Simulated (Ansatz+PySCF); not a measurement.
Values are calculated unless marked as measured or tabulated.
## Several solutions for sextet CrH2O(+)

```xyz
4

Cr    0.0000    0.0000    0.0000
O     0.0000    0.0000    2.1200
H     0.7750    0.0000    2.6950
H    -0.7750    0.0000    2.6950
```

Basis set: def2-SVP (spherical functions). Charge 1, multiplicity 6.

UHF was run from several starts with Ansatz (development build ahead of 0.2.0) and PySCF 2.14.0.

```
run  program                                 start  converged  energy (hartree)  <S²>
  A   Ansatz               stability test followed        yes       -1118.99018  8.75
  B   Ansatz               atomic start, no search        yes       -1118.99018  8.75
  C    PySCF  guess huckel, instabilities followed        yes       -1118.99018  8.75
  D    PySCF    guess atom, instabilities followed        yes       -1118.99018  8.75
  E   Ansatz           search for the lowest state        yes       -1118.99018  8.75
  F    PySCF   guess minao, instabilities followed        yes       -1118.99018  8.75
  G    PySCF                      program defaults         no                 –     –
```

Problem. Which runs reached the lowest solution of this kind, and what is wrong with the others?

Solution. A, B, C, D, E, F reached the lowest solution found. Not converged: G. Caution: other spin multiplicities were not run.
